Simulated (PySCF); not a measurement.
PySCF job for CH₅F₂NOSi, SMILES NC[Si](O)(F)F, PBE0-D3(BJ)/def2-SVP. Geometry optimised at PBE0-D3(BJ)/def2-SVP. The structure was generated by enumeration, and PubChem lists no compound with its InChIKey, so it may never have been made. The values are those of a single conformer.

```python
import numpy as np
from pyscf import gto, scf, dft, df
from pyscf.hessian import thermo

mol = gto.M(
    atom='''
    N    -1.95127907   -1.14816137    0.68970734
    C    -0.60403349   -1.38435322    0.17684056
    Si    0.35732448    0.17374512   -0.11922840
    O     0.45291767    1.00476193    1.29134658
    F     1.83284527   -0.07586584   -0.72885345
    F    -0.39282611    1.09499296   -1.21989078
    H    -1.91017341   -0.60741294    1.55191033
    H    -2.49145217   -0.59184983    0.02951189
    H    -0.66079297   -1.96843227   -0.75741142
    H    -0.04960695   -2.02973957    0.87959896
    H     0.80912344    1.89801243    1.28451838
    ''',
    basis='def2-SVP',
    charge=0,
    spin=0,
    max_memory=1600,
    verbose=3,
)
mf = dft.RKS(mol, xc='pbe0').density_fit(auxbasis='def2-universal-jkfit')
mf.disp = 'd3bj'
mf.grids.level = 3
mf.conv_tol = 1e-11
mf.max_cycle = 100
mf.kernel()

# [left out here: the lines that compute and print the analytic Hessian (its translational invariance restored by hand, since the grid's response is missing), thermochemistry and intensities]
```

Output:

```
converged SCF energy = -659.572447651072

WARN: DFTD3 does not support analytical Hessian, using finite difference


WARN: Mole.unit (angstrom) is changed to Bohr

Mode                                 0                   1                   2
Irrep
Freq [cm^-1]                       55.2441            116.5441            187.2434
Reduced mass [au]                   3.3318              6.0611              1.8351
Force const [Dyne/A]                0.0060              0.0485              0.0379
Char temp [K]                      79.4840            167.6809            269.4016
Normal mode                   x     y     z       x     y     z       x     y     z
       0   N                -0.05  0.02 -0.14   -0.02 -0.15 -0.01   -0.04 -0.04 -0.01
       1   C                 0.03 -0.00  0.08    0.01  0.02  0.01   -0.04  0.02 -0.06
       2  Si                 0.02 -0.00  0.03   -0.02  0.04  0.01   -0.00  0.02  0.02
       3   O                 0.08  0.03  0.01    0.04  0.08 -0.02    0.07  0.05 -0.01
       4   F                -0.01  0.01 -0.04   -0.04 -0.10  0.00    0.01  0.03  0.05
       5   F                -0.06 -0.04  0.05    0.05  0.08  0.00   -0.04 -0.07 -0.02
       6   H                -0.18  0.06 -0.16   -0.10 -0.17  0.01   -0.02 -0.23  0.11
       7   H                 0.05 -0.02 -0.25   -0.07 -0.19  0.00   -0.02  0.13  0.11
       8   H                 0.18 -0.11  0.13    0.09  0.02  0.00   -0.08  0.16 -0.15
       9   H                -0.05  0.09  0.22    0.06  0.06  0.00   -0.05 -0.11 -0.18
      10   H                 0.05  0.04 -0.04   -0.02  0.10 -0.07    0.55 -0.13  0.03
Mode                                 3                   4                   5
Irrep
Freq [cm^-1]                      208.2124            289.3525            304.0446
Reduced mass [au]                   1.7103              3.2567              1.9427
Force const [Dyne/A]                0.0437              0.1606              0.1058
[...]
       6   H                -0.01 -0.34  0.20   -0.00  0.10 -0.05    0.12  0.06 -0.04
       7   H                 0.12  0.34  0.16   -0.03 -0.08 -0.04    0.11  0.07 -0.04
       8   H                 0.05 -0.21  0.15   -0.07 -0.02 -0.02    0.02 -0.09 -0.02
       9   H                -0.01  0.13  0.19   -0.05 -0.12 -0.03    0.03 -0.08 -0.00
      10   H                -0.02 -0.01 -0.14    0.35 -0.08 -0.15    0.05  0.02 -0.20
Mode                                 9                  10                  11
Irrep
Freq [cm^-1]                      681.5996            725.4428            770.4490
Reduced mass [au]                   3.9683              1.6271              1.5665
Force const [Dyne/A]                1.0862              0.5045              0.5478
Char temp [K]                     980.6700           1043.7507           1108.5045
Normal mode                   x     y     z       x     y     z       x     y     z
       0   N                 0.03 -0.00 -0.01   -0.00 -0.00 -0.02    0.01  0.01 -0.01
       1   C                 0.03  0.18 -0.03    0.05  0.02  0.14    0.02  0.03  0.05
       2  Si                -0.01 -0.04 -0.00   -0.00 -0.01 -0.01   -0.01 -0.02 -0.00
       3   O                -0.01 -0.04 -0.06    0.00 -0.04 -0.08   -0.02 -0.02  0.10
       4   F                -0.05  0.02  0.02   -0.02  0.01  0.02    0.05 -0.01 -0.02
       5   F                 0.04 -0.05  0.06    0.00  0.02 -0.00   -0.03  0.03 -0.05
       6   H                -0.06 -0.07  0.04   -0.19 -0.03  0.02   -0.13 -0.07  0.04
       7   H                -0.11 -0.08  0.04    0.15  0.03 -0.11    0.00 -0.04 -0.04
       8   H                 0.13  0.13  0.00   -0.08  0.47 -0.15   -0.02  0.19 -0.05
       9   H                 0.12  0.28 -0.01   -0.02 -0.41 -0.20    0.02 -0.10 -0.08
      10   H                -0.00 -0.05 -0.19   -0.05 -0.02  0.23    0.11 -0.05 -0.72
Mode                                12                  13                  14
Irrep
Freq [cm^-1]                      869.2616            911.9632            947.0565
Reduced mass [au]                   1.5324              3.0054             15.4270
Force const [Dyne/A]                0.6822              1.4727              8.1523
Char temp [K]                    1250.6739           1312.1120           1362.6034
Normal mode                   x     y     z       x     y     z       x     y     z
       0   N                 0.10  0.07 -0.04    0.02  0.03 -0.01    0.01 -0.00 -0.00
       1   C                -0.03 -0.00  0.00   -0.01 -0.07  0.01   -0.01  0.02 -0.02
       2  Si                -0.03 -0.03  0.02    0.06  0.09 -0.04    0.11 -0.06  0.05
       3   O                 0.01  0.03  0.00   -0.02 -0.04 -0.01   -0.01 -0.01 -0.02
       4   F                 0.04 -0.00 -0.02   -0.08  0.00  0.03   -0.09  0.02  0.03
       5   F                -0.01  0.02 -0.02    0.03 -0.04  0.05   -0.06  0.07 -0.08
       6   H                -0.28 -0.36  0.22   -0.18 -0.17  0.11    0.03 -0.01  0.00
       7   H                -0.39 -0.36  0.04   -0.17 -0.16  0.00   -0.07 -0.04  0.03
       8   H                -0.05 -0.05  0.04   -0.16 -0.12  0.05    0.04 -0.04  0.02
       9   H                -0.08 -0.01  0.03   -0.12 -0.16  0.02   -0.07  0.04  0.05
      10   H                -0.03  0.04  0.26    0.04 -0.06 -0.29    0.01 -0.01  0.01
Mode                                15                  16                  17
Irrep
Freq [cm^-1]                      983.0243           1087.3612           1112.9044
Reduced mass [au]                   8.6792              1.0670              3.3852
Force const [Dyne/A]                4.9415              0.7433              2.4703
Char temp [K]                    1414.3531           1564.4707           1601.2217
Normal mode                   x     y     z       x     y     z       x     y     z
       0   N                 0.01 -0.01 -0.01   -0.02  0.01 -0.02    0.13 -0.06 -0.05
       1   C                -0.00  0.02  0.02    0.03 -0.01  0.03   -0.17  0.05  0.07
       2  Si                 0.02 -0.06 -0.11   -0.01 -0.00 -0.03   -0.00  0.01  0.00
       3   O                 0.01  0.08  0.12    0.00  0.00  0.01   -0.00 -0.01 -0.01
       4   F                -0.06  0.01  0.03   -0.00  0.00  0.00    0.00 -0.00 -0.00
       5   F                 0.01 -0.01  0.02    0.00 -0.00  0.01    0.00 -0.01  0.00
       6   H                -0.05 -0.01  0.00    0.42  0.02 -0.04    0.27  0.05 -0.13
       7   H                 0.06  0.01 -0.04   -0.40 -0.03  0.26    0.20  0.04 -0.03
       8   H                -0.08  0.05  0.01    0.49  0.20 -0.14   -0.14  0.03  0.08
       9   H                 0.06 -0.01 -0.06   -0.40 -0.19  0.18   -0.25 -0.02  0.08
      10   H                 0.01  0.09  0.20    0.01  0.00 -0.01    0.00 -0.01 -0.04
Mode                                18                  19                  20
Irrep
Freq [cm^-1]                     1287.6022           1371.2245           1415.5391
Reduced mass [au]                   1.4338              1.2053              1.0741
Force const [Dyne/A]                1.4005              1.3353              1.2681
Char temp [K]                    1852.5729           1972.8867           2036.6456
Normal mode                   x     y     z       x     y     z       x     y     z
       0   N                 0.01  0.04 -0.00   -0.03  0.00 -0.08    0.01 -0.01 -0.00
       1   C                -0.12 -0.09  0.04    0.03 -0.00  0.07    0.04 -0.06 -0.02
       2  Si                 0.02  0.01 -0.00    0.00 -0.00  0.01    0.00 -0.00 -0.00
       3   O                -0.00 -0.01 -0.00   -0.00 -0.00 -0.00   -0.00  0.00 -0.00
       4   F                -0.01  0.00  0.00   -0.00 -0.00 -0.00   -0.00 -0.00  0.00
       5   F                 0.00 -0.00  0.00   -0.00  0.00 -0.00    0.00  0.00  0.00
       6   H                 0.03 -0.06  0.04    0.43 -0.02 -0.09   -0.02  0.01 -0.01
       7   H                -0.00 -0.06 -0.05   -0.38  0.03  0.23   -0.02  0.01  0.02
       8   H                 0.43  0.28 -0.23   -0.44 -0.04  0.14   -0.43  0.45 -0.28
       9   H                 0.50  0.28 -0.09    0.42  0.03 -0.19   -0.13  0.41  0.52
      10   H                -0.00 -0.01 -0.02    0.00 -0.00 -0.00   -0.00  0.00 -0.00
Mode                                21                  22                  23
Irrep
Freq [cm^-1]                     1642.1616           3063.5920           3120.0149
Reduced mass [au]                   1.0873              1.0627              1.1030
Force const [Dyne/A]                1.7275              5.8765              6.3260
Char temp [K]                    2362.7049           4407.8267           4489.0067
Normal mode                   x     y     z       x     y     z       x     y     z
       0   N                 0.06 -0.04 -0.02   -0.00  0.00  0.00   -0.00  0.00 -0.00
       1   C                -0.01 -0.02  0.00    0.02 -0.06 -0.01    0.03 -0.00  0.08
       2  Si                 0.00  0.00 -0.00    0.00  0.00 -0.00    0.00 -0.00  0.00
       3   O                 0.00 -0.00  0.00   -0.00  0.00 -0.00   -0.00 -0.00 -0.00
       4   F                -0.00  0.00  0.00   -0.00 -0.00  0.00   -0.00 -0.00 -0.00
       5   F                 0.00 -0.00 -0.00    0.00  0.00  0.00   -0.00  0.00 -0.00
       6   H                -0.52  0.37 -0.22   -0.00 -0.01 -0.01    0.01  0.01  0.01
       7   H                -0.24  0.36  0.52    0.00 -0.01  0.01    0.00 -0.01  0.01
       8   H                 0.06 -0.00 -0.01    0.05  0.34  0.56   -0.05 -0.37 -0.58
       9   H                 0.05 -0.00 -0.03   -0.35  0.41 -0.46   -0.31  0.39 -0.41
      10   H                -0.00  0.00  0.00    0.00 -0.00 -0.00    0.00  0.00 -0.00
Mode                                24                  25                  26
Irrep
Freq [cm^-1]                     3539.2332           3624.2961           3937.3873
Reduced mass [au]                   1.0513              1.0935              1.0671
Force const [Dyne/A]                7.7586              8.4632              9.7466
Char temp [K]                    5092.1686           5214.5552           5665.0237
Normal mode                   x     y     z       x     y     z       x     y     z
       0   N                -0.03  0.05  0.01   -0.03  0.00 -0.07   -0.00 -0.00  0.00
       1   C                 0.00  0.00 -0.00   -0.00  0.00 -0.00   -0.00 -0.00  0.00
       2  Si                -0.00 -0.00  0.00    0.00  0.00  0.00    0.00  0.00 -0.00
       3   O                 0.00 -0.00  0.00    0.00  0.00 -0.00    0.02  0.06  0.00
       4   F                 0.00  0.00 -0.00   -0.00 -0.00 -0.00    0.00 -0.00 -0.00
       5   F                -0.00  0.00 -0.00   -0.00 -0.00 -0.00   -0.00 -0.00 -0.00
       6   H                -0.03 -0.34 -0.60    0.03  0.36  0.57    0.00 -0.00 -0.00
       7   H                 0.37 -0.35  0.46    0.36 -0.37  0.44    0.00  0.00  0.00
       8   H                -0.00 -0.00 -0.01   -0.00  0.00  0.01    0.00 -0.00 -0.00
       9   H                 0.00 -0.01  0.01    0.01 -0.01  0.01   -0.00  0.00 -0.00
      10   H                 0.00  0.00 -0.00   -0.00 -0.00  0.00   -0.35 -0.90 -0.01
temperature 298.1500 [K]
pressure 101325.00 [Pa]
Rotational constants [GHz] 3.79510 2.05327 2.04150
Symmetry number 1
Zero-point energy (ZPE) 0.07594 [Eh]   199372.896 [J/mol]
                           tot       elec      trans        rot        vib
Entropy [J/mol/K]       365.616      0.000    167.720    114.660     83.236
Cv [J/mol/K]            111.964      0.000     12.472     12.472     87.021
Cp [J/mol/K]            120.279      0.000     20.786     12.472     87.021
Internal energy [J/mol]                      3718.434   3718.434 212883.046
Internal energy [Eh]   -659.48853  -659.57245
Enthalpy [J/mol]                             6197.391   3718.434 212883.046
Enthalpy [Eh]          -659.48759
Gibbs free energy [J/mol]                  -43808.222 -30467.398 188066.084
Gibbs free energy [Eh] -659.52911
mode   freq/cm-1   IR/(km/mol)
   1       55.24         0.144
   2      116.54         6.021
   3      187.24        34.713
   4      208.21        15.536
   5      289.35        32.978
   6      304.04       105.795
   7      329.60         7.974
   8      344.79        73.310
   9      407.40        36.913
  10      681.60         8.149
  11      725.44         3.225
  12      770.45       117.556
  13      869.26       374.919
  14      911.96        60.431
  15      947.06       167.990
  16      983.02       165.470
  17     1087.36        21.992
  18     1112.90         8.911
  19     1287.60         1.744
  20     1371.22         0.249
  21     1415.54         9.324
  22     1642.16        22.858
  23     3063.59         9.988
  24     3120.01         4.090
  25     3539.23         2.888
  26     3624.30         7.678
  27     3937.39       132.965
max |gradient| / (hartree/bohr): 9.333141500084039e-05
APT charges: [-0.4767 -0.0426  2.0431 -0.8765 -0.6831 -0.6538  0.1679  0.1611  0.0129
  0.0138  0.334 ]
```

The calculation finished and met its thresholds.
